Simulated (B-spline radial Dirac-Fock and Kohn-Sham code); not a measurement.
## X-ray lines that fill the M5 vacancy in Pm⁵⁺

System: Pm⁵⁺ in the configuration [Kr] 4d10 4f3 5s2 5p5.

Input of the calculation (task.json; shells as n, l, electrons):

```json
{"items": [{
  "Z": 61,
  "q": 5,
  "cfg": [[1, 0, 2], [2, 0, 2], [2, 1, 6], [3, 0, 2], [3, 1, 6], [3, 2, 10], [4, 0, 2], [4, 1, 6], [4, 2, 10], [4, 3, 3], [5, 0, 2], [5, 1, 5]],
  "A": 145,
  "rrms": 4.962,
  "do": ["binding", "quiet", "decay"],
  "holes": ["K", "L1", "L2", "L3", "M1", "M2", "M3", "M4", "M5", "N1", "N2", "N3", "N4", "N5"]
}]}
```

Launch: `python xray_run.py task.json out`

Calculated with a radial atomic solver, using independent-particle radiative and Coulomb Auger rates from relativistic LDA hole-state orbitals, with Dirac-Fock energies.

| line | multipole | energy (eV) | rate (s⁻¹) | share (%) |
| --- | --- | --- | --- | --- |
| Mζ1 | E1 | – | 7.30e+11 | 17.8 |
| M5-N5 | E2 | 907.4 | 1.22e+09 | 0.0298 |
| M5-O3 | E1 | 1027.7 | 1.14e+11 | 2.78 |
| Mα2 | E1 | 1034.8 | 1.57e+11 | 3.84 |
| Mα1 | E1 | 1035.3 | 3.10e+12 | 75.6 |

The listed lines hold 100.0 % of the radiative rate. A dash stands for an energy that rests on an unreliable hole state. The radiative width is 0.00270 eV in the length form and 0.00276 eV in the velocity form; the two differ because the transition energies are not eigenvalue differences of the potential that gave the orbitals.
